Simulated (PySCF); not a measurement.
A GIAO shielding run with PySCF 2.14 (density fitting, non-relativistic, gas phase) on SMILES C1#[N+][AlH2-][O]C=C1, C3H4AlNO:

```
$ OMP_NUM_THREADS=1 python probes_run.py task.json out

{"job": {"kind": "nmr", "xc": "KT3", "basis": "pcSseg-2", "pop": false}, "charge": 0, "multiplicity": 1}
C     -0.179552     2.626593    -0.656657
N      0.338588     1.577876    -0.573427
Al    -1.230021     0.255638    -0.839835
O     -2.498111     1.605755    -1.058083
C     -2.388689     2.880005    -1.031663
C     -1.198353     3.561298    -0.825086
H     -1.451099    -0.468395     0.550214
H     -0.979791    -0.473330    -2.222110
H     -3.312809     3.458782    -1.185024
H     -1.091156     4.641525    -0.800119
```

Hardware: 1 thread of an Arm Neoverse V1, shared host. The job also computes ring-centre shieldings.

(1) How large is the calculation?

(2) How long does it take, and how much memory does it need?

(3) And these other runs on the same molecule and hardware: GIAO shielding at B3LYP/pcSseg-2; GIAO shielding at B97-D/pcSseg-2; GIAO shielding at BLYP/pcSseg-2; GIAO shielding at BP86/pcSseg-2; GIAO shielding at HF/pcSseg-2; GIAO shielding at KT2/pcSseg-2?

Answers

(1) 50 electrons, 279 basis functions and 775 auxiliary functions.

(2) 53 s of wall time, with 18 SCF cycles; peak memory 0.83 GiB. Times on a shared host scatter by some tens of per cent.

(3) B3LYP/pcSseg-2: 279 functions, 34 s; B97-D/pcSseg-2: 279 functions, 51 s; BLYP/pcSseg-2: 279 functions, 50 s; BP86/pcSseg-2: 279 functions, 50 s; HF/pcSseg-2: 279 functions, 22 s; KT2/pcSseg-2: 279 functions, 52 s.
